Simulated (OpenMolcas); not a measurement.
## W IV: effect of the active space

* Program: OpenMolcas
* Method: CASSCF or its RAS form
* Basis: ANO-R2
* Scalar Hamiltonian: X2C, finite nucleus
* Spin-orbit coupling: RASSI with atomic mean-field integrals over the reference wave functions, term energies averaged over their components

A. 3 electrons in 5 orbitals (5d); 2S+1 = 4 even, 10 roots; 2S+1 = 2 even, 40 roots; cost about 9 core-seconds
B. 9 electrons in 8 orbitals (RAS1 5p, at most 2 holes; RAS2 5d); 2S+1 = 4 even, 10 roots; 2S+1 = 2 even, 40 roots; cost of the order of 26 core-seconds
C. 3 electrons in 10 orbitals (5d 6d); 2S+1 = 4 even, 10 roots; 2S+1 = 2 even, 40 roots; cost of the order of 21 core-seconds

Energies in eV above 5d³ ⁴F_3/2, the measured ground level; measured values from the list in J. Phys. B 45, 035001 (2012).

```tsv
Level	A	B	C	Measured
5d³ ⁴F_3/2	0.0000	0.0000	0.0000	0.0000
5d³ ⁴F_5/2	0.4357	0.4730	0.4404	0.4386
5d³ ⁴F_7/2	0.8646	0.9237	0.8708	0.8362
5d³ ⁴F_9/2	1.2317	1.3009	1.2393	1.1476
5d³ ⁴P_3/2 [52 %]	1.6678	1.5973	1.6503	
5d³ ⁴P_1/2	1.8347	1.7896	1.8171	1.4597
5d³ ²G_7/2	2.2297	2.2902	2.2052	1.8921
5d³ ²H_9/2 [53 %]	2.3031	2.4060	2.2755	
5d³ ⁴P_5/2	2.4324	2.4245	2.4337	2.1313
5d³ ²P_1/2	2.9371	2.8886	2.9181	2.2769
5d³ ²H_11/2	3.1234	3.2823	3.1099	2.7553
5d³ ²G_9/2 [51 %]	3.3799	3.5221	3.3713	
5d³ ²D_5/2(1)	3.4329	3.3942	3.4101	2.8227
5d³ ²P_3/2 [58 %]	3.8682	3.8275	3.8476	3.1204
5d³ ²F_7/2	4.3253	4.3469	4.2908	3.5227
5d³ ²F_5/2	4.3368	4.3409	4.3008	3.4638
5d³ ²D_5/2(2)	6.4922	6.3164	6.4076	5.3669
5d³ ²D_3/2(2)	6.5206	6.3503	6.4145	5.4233
```

Deviations, from unrounded energies. A percentage is the sum of absolute deviations over the sum of measured energies, with the sign that they share, or ± where signs differ.

```
                        Against measurement  Levels      A      B      C
             mean absolute deviation (cm-1)      14   4300   4200   4100
      fine structure of the ground term (%)       3   ±4.8  +11.4   +5.3
other terms of the ground configuration (%)      11  +21.3  +20.5  +20.2
```

B, C lie about equally close to measurement and A furthest from it. The largest miss of C in the table is 5d³ ²D_5/2(2), by +8400 cm-1. The ranking rests on the paired levels alone, and a cruder setting can come out closer through cancelling errors.

Among A to C the level of the table that moves most is 5d³ ²D_5/2(2), by 1400 cm-1 (lowest in B, highest in A).

Without dynamic correlation excited terms often stand tens of per cent too high (terms of higher spin than the ground term too low), and those without a measured partner can miss by more than the paired ones. Some levels mix across a computed gap that differs much from the measured one, so their mixing is not that of the real levels. Active for correlation alone: 5p; no level in the range computed is led by a configuration that opens it, so any true level of that kind is missing (holds for B). Active for correlation alone: 6d; no level in the range computed is led by a configuration that fills it, so any true level of that kind is missing (holds for C). Measured partners are found by configuration, term and J. A level has none where our copy of the source lacks it or the pairing is in doubt (some pairs that miss far off the trend of their configuration count as doubtful), and it then counts in no deviation. Only configurations of the active space appear. Levels that lie high or do not pair safely by name in every column are left out.

A share in square brackets marks a mixed level and gives the weight of the term that names it, the lowest over the columns. A number in round brackets counts repeated terms of one configuration in the order of the reference energies.
